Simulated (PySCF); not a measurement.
Bonds (- single, = double, # triple, : aromatic): C1=C2, C2-C3, C3:C4, C4:C5, C5:N6, N6:C7, C7:C8, C8:C3. C1 carries H9, H10; C2 carries H11; C4 carries H12; C5 carries H13; C7 carries H14; C8 carries H15. H10 is cis to C3; H9 is trans to C3.

GIAO shifts from PySCF on PBE0-D3(BJ)/def2-SVP geometries (one conformer, non-relativistic, equivalent nuclei averaged), against TMS at the same level and in the same medium; PCM means IEF-PCM chloroform.

Measured (solution, not stated per compound (mostly CDCl3 or CCl4); Pretsch, Buehlmann, Badertscher, Structure Determination of Organic Compounds, 4th ed. (2009)): H11 6.61, H9 5.42, H10 5.91 ppm.

Q: Which unscaled values do KT3/pcSseg-1, gas; PBE0/pcSseg-1, PCM; WP04/pcSseg-1, PCM; wB97X-D/pcSseg-1, PCM give, and how close are they?

A: 
| atoms | measured | KT3/pcSseg-1, gas | PBE0/pcSseg-1, PCM | WP04/pcSseg-1, PCM | wB97X-D/pcSseg-1, PCM |
| --- | --- | --- | --- | --- | --- |
| H11 | 6.61 | 6.29 | 6.81 | 6.45 | 6.80 |
| H9 | 5.42 | 5.43 | 6.04 | 5.69 | 6.06 |
| H10 | 5.91 | 6.21 | 6.71 | 6.29 | 6.72 |

Mean absolute error for $^{1}$H: KT3/pcSseg-1, gas 0.21, PBE0/pcSseg-1, PCM 0.54, WP04/pcSseg-1, PCM 0.27, wB97X-D/pcSseg-1, PCM 0.55 ppm.
